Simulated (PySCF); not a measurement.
Question: Give a PBE0-D3(BJ)/def2-SVP geometry of `CCOC(=O)C1=CC=C(F)C=C1`.

Answer: 
```
atom  x, y, z in Å
C1    -3.657    0.521   -0.637
C2    -2.770    0.117    0.511
O3    -1.424    0.093    0.042
C4    -0.489   -0.229    0.942
O5    -0.740   -0.487    2.093
C6     0.879   -0.231    0.363
C7     1.950   -0.529    1.214
C8     3.251   -0.546    0.730
C9     3.467   -0.262   -0.615
F10    4.710   -0.275   -1.084
C11    2.421    0.035   -1.483
C12    1.122    0.050   -0.986
H13   -4.706    0.553   -0.311
H14   -3.382    1.517   -1.015
H15   -3.576   -0.196   -1.468
H16   -2.841    0.819    1.358
H17   -3.029   -0.879    0.904
H18    1.734   -0.747    2.262
H19    4.104   -0.774    1.372
H20    2.639    0.249   -2.530
H21    0.283    0.280   -1.643
```

Orientation and origin are arbitrary. Atoms count from 1 in this order. Of the pairs four or more bonds apart, O3···H21 is among the closest relative to their van der Waals radii: 2.41 Å, 88 % of the sum of Bondi's values. The 6-membered ring C6–C7–C8–C9–C11–C12 has internal angles of 118.7° to 122.0°; it is planar, 0.00 Å rms from its mean plane, widest ring torsion 0°. The C–C distances run from 1.389 Å (C7–C8, aromatic) to 1.506 Å (C1–C2, drawn single), a spread of 0.117 Å. The 12 heavy atoms lie in one plane (0.015 Å rms).

Bonds between heavy atoms (Å): C1–C2 1.506, C2–O3 1.425, O3–C4 1.337, C4=O5 1.206, C4–C6 1.485, C6–C7 1.400, C7–C8 1.389, C8–C9 1.392, C9–F10 1.329, C9–C11 1.391, C11–C12 1.390, C6–C12 1.400.

The calculation used PySCF 2.14.0, PBE0-D3(BJ)/def2-SVP geometry optimisation, gas phase.

Point group: near Cs, missed by 0.08 Å at most; the miss may be what the optimiser left on a soft mode. PBE0-D3(BJ)/def2-SVP frequencies: not computed here. One conformer, not necessarily the lowest (C1–C2–O3–C4 179°, C2–O3–C4–O5 0°, O3–C4–C6–C7 179°).
